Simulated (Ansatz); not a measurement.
`CCB(C)F` + H₂S → `CCB(F)S` + CH₄ at 500 K and 1 bar (ligand exchange at a B–C bond).

Program: Ansatz. Geometries: PBE0-D4/def2-TZVP. ΔE: electronic, gas phase. CCSD(T)/CBS is the MP2 limit (def2-TZVPP, def2-QZVPP) plus CCSD(T) − MP2 in def2-TZVPP, frozen cores. This one scheme is used for every species. One conformer a species, not always the lowest.

```json
{"species": "`CCB(C)F`", "CCSD(T)/CBS energy (Eh)": "-243.64137", "H − E (kJ/mol)": "332.0", "S (J/(mol·K))": "417.1"}
{"species": "H₂S", "CCSD(T)/CBS energy (Eh)": "-398.97279", "H − E (kJ/mol)": "57.0", "S (J/(mol·K))": "224.0"}
{"species": "`CCB(F)S`", "CCSD(T)/CBS energy (Eh)": "-602.17930", "H − E (kJ/mol)": "260.7", "S (J/(mol·K))": "405.2"}
{"species": "CH₄", "CCSD(T)/CBS energy (Eh)": "-40.46206", "H − E (kJ/mol)": "135.6", "S (J/(mol·K))": "206.8"}
```

H − E and S are ideal-gas, rigid-rotor, harmonic terms from PBE0-D4/def2-TZVP, for one conformer and one mirror image of each species. 1 Eh = 2625.50 kJ/mol, R = 8.31446 J/(mol·K).

**Question.** By hand: ΔE, ΔH, ΔS and ΔG.

**Answer.** ΔE = (-602.17930) + (-40.46206) − (-243.64137) − (-398.97279) = -0.02720 Eh = -71.4 kJ/mol. Δ(H − E) = 260.7 + 135.6 − 332.0 − 57.0 = 7.3, so ΔH = -64.1 kJ/mol. ΔS = 405.2 + 206.8 − 417.1 − 224.0 = -29.1 J/(mol·K). ΔG = -64.1 − 500 × (-29.1)/1000 = -49.5 kJ/mol.

**Question.** By hand: the equilibrium constant, and the temperature at which ΔG would vanish if ΔH and ΔS stayed fixed.

**Answer.** log₁₀ K = −ΔG/(RT ln 10) = 5.2. ΔG = 0 at ΔH/ΔS = 2203 K.

ΔH outweighs TΔS. A doubt of 5 kJ/mol in ΔE shifts log₁₀ K by 0.5 here. Other conformers and mirror images would add mixing entropy, several J/(mol·K) or more a flexible species. Modes under 60 cm⁻¹, often nearly free rotors, make the harmonic entropy too high. These are equilibria of isolated gas molecules and say nothing of rates. Largest T1 diagnostic: 0.012 (customary marks: 0.02 for closed shells, 0.045 for open ones).
